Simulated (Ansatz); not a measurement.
Two isomers of CH6NOSb: A = `C[O][SbH][NH2]`, B = `[CH3][Sb]([NH2])[OH]`.

Program: Ansatz. Geometries: PBE0-D4/def2-TZVP. ΔE: electronic, gas phase. CCSD(T)/CBS adds triple-zeta CCSD(T) − MP2 to the extrapolated MP2 energy (def2 sets, frozen cores). Functionals use def2-TZVPP. B3LYP here is the variant with VWN-RPA as its local correlation; programs differ in this. def2 core potentials past Kr. For Sb outer-core shells are correlated without core-valence functions, which leaves a few kJ/mol of doubt a bond. One conformer a species, not always the lowest.

Which isomer does CCSD(T)/CBS put lower? Give the gap. (Best estimate.)

Ansatz gave: B, by 94.7 kJ/mol.

Give E(B) − E(A) in kJ/mol with PBE0-D4, B3LYP-D4, r2SCAN-D4, CCSD(T)/def2-TZVPP, CCSD/def2-TZVPP, B3LYP, B2PLYP. (Best estimate.)

Computed: PBE0-D4 -84.6, B3LYP-D4 -80.3, r2SCAN-D4 -86.4, CCSD(T)/def2-TZVPP -86.7, CCSD/def2-TZVPP -85.6, B3LYP -78.9, B2PLYP -84.4. None reverses the order clearly.

Largest T1 diagnostic: 0.014.

In def2-TZVPP, CCSD(T) changes the Hartree–Fock value by −13.3 kJ/mol (the triples alone add −1.1 kJ/mol) and MP2 by −22.3 kJ/mol.
